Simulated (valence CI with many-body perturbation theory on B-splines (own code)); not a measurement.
## Ti II: configurations and terms from energies and g

Calculated by relativistic CI+MBPT: three valence electrons over a frozen Dirac-Fock core [Ar], radial functions for each j: 9 s, 9 p, 10 d, 8 f, 5 g, 3 h, 1 i, with the one-electron correlation potential Σ1, the two-electron term Σ2, the three-electron term Σ3, Breit, model QED; selected CI, second order for the rest (own B-spline code, finite nucleus).

Against 52 measured levels this calculation errs by 273 cm⁻¹ on average and by 1006 at most. These come from a selection out of the NIST Handbook of Basic Atomic Spectroscopic Data. Levels without a partner in it may be off by more, other configurations by 1,000 to 4,000 cm⁻¹.

```
No.    J  Parity  E (cm⁻¹)      g
  1  3/2    even       0.0  0.399
  2  5/2    even      93.8  1.028
  3  7/2    even       225  1.238
  4  9/2    even       392  1.334
  5  3/2    even       935  0.399
  6  5/2    even      1011  1.028
  7  7/2    even      1114  1.238
  8  9/2    even      1241  1.334
  9  5/2    even      4642  0.857
 10  7/2    even      4910  1.143
 11  3/2    even      8736  0.813
 12  5/2    even      8784  1.204
 13  7/2    even      8914  0.888
 14  9/2    even      9032  1.111
```

Energies count from the lowest level. Strongly mixed levels and levels close to another of their J and parity are left out, so the numbers can have gaps.

Question: Give configuration and LS term of each level.

Answer: 1: 3d²4s ⁴F; 2: 3d²4s ⁴F; 3: 3d²4s ⁴F; 4: 3d²4s ⁴F; 5: 3d³ ⁴F; 6: 3d³ ⁴F; 7: 3d³ ⁴F; 8: 3d³ ⁴F; 9: 3d²4s ²F; 10: 3d²4s ²F; 11: 3d²4s ²D; 12: 3d²4s ²D; 13: 3d³ ²G; 14: 3d³ ²G.
